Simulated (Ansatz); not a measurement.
One change: `[F][Cd][N]([SiH3])[SiH3]` becomes `[F][Zn][N]([SiH3])[SiH3]`.

Ansatz, PBE0-D4/def2-TZVP geometries, multiplicity 1. Each molecule was computed in one conformer, which needn't be the lowest.

Elements past krypton have def2 core potentials. Scalar relativity is left out up to krypton.

```json
{"property": "ideal-gas entropy at 298 K and 1 bar (rigid rotor, harmonic PBE0-D4/def2-TZVP) / J/(mol·K)", "`[F][Cd][N]([SiH3])[SiH3]`": "425"}
{"property": "size of the dipole moment (B3LYP/def2-TZVPP) / D", "`[F][Cd][N]([SiH3])[SiH3]`": "1.51"}
{"property": "HOMO–LUMO gap (PBE0/def2-TZVPP) / eV", "`[F][Cd][N]([SiH3])[SiH3]`": "5.64"}
{"property": "HOMO energy (PBE/def2-TZVPP) / eV", "`[F][Cd][N]([SiH3])[SiH3]`": "-6.36"}
{"property": "LUMO energy (B3LYP/def2-TZVPP) / eV", "`[F][Cd][N]([SiH3])[SiH3]`": "-2.28"}
{"property": "HOMO–LUMO gap (ωB97M-V/def2-TZVPP) / eV", "`[F][Cd][N]([SiH3])[SiH3]`": "9.67"}
```

(1) Give the same properties after the change, and the shifts. (Best estimate.)

Results:

(1) Ansatz gave: 
```json
{"property": "ideal-gas entropy at 298 K and 1 bar (rigid rotor, harmonic PBE0-D4/def2-TZVP) / J/(mol·K)", "`[F][Zn][N]([SiH3])[SiH3]`": "402", "shift": "-23"}
{"property": "size of the dipole moment (B3LYP/def2-TZVPP) / D", "`[F][Zn][N]([SiH3])[SiH3]`": "1.54", "shift": "0.03"}
{"property": "HOMO–LUMO gap (PBE0/def2-TZVPP) / eV", "`[F][Zn][N]([SiH3])[SiH3]`": "6.22", "shift": "0.58"}
{"property": "HOMO energy (PBE/def2-TZVPP) / eV", "`[F][Zn][N]([SiH3])[SiH3]`": "-6.50", "shift": "-0.14"}
{"property": "LUMO energy (B3LYP/def2-TZVPP) / eV", "`[F][Zn][N]([SiH3])[SiH3]`": "-1.85", "shift": "0.43"}
{"property": "HOMO–LUMO gap (ωB97M-V/def2-TZVPP) / eV", "`[F][Zn][N]([SiH3])[SiH3]`": "10.21", "shift": "0.54"}
```

With PBE0 the HOMO falls by 0.16 eV and the LUMO rises by 0.42 eV, so the gap widens by about 0.58 eV. PBE moves the HOMO by -0.14 eV and ωB97M-V by -0.17 eV. Dipoles are sizes alone; their direction can turn. Modes under 60 cm⁻¹, often nearly free rotors, make the harmonic entropy too high.

Positive LUMOs are unbound, so they and the gaps depend on the basis.

B3LYP here is the variant with VWN-RPA as its local correlation; programs differ in this.
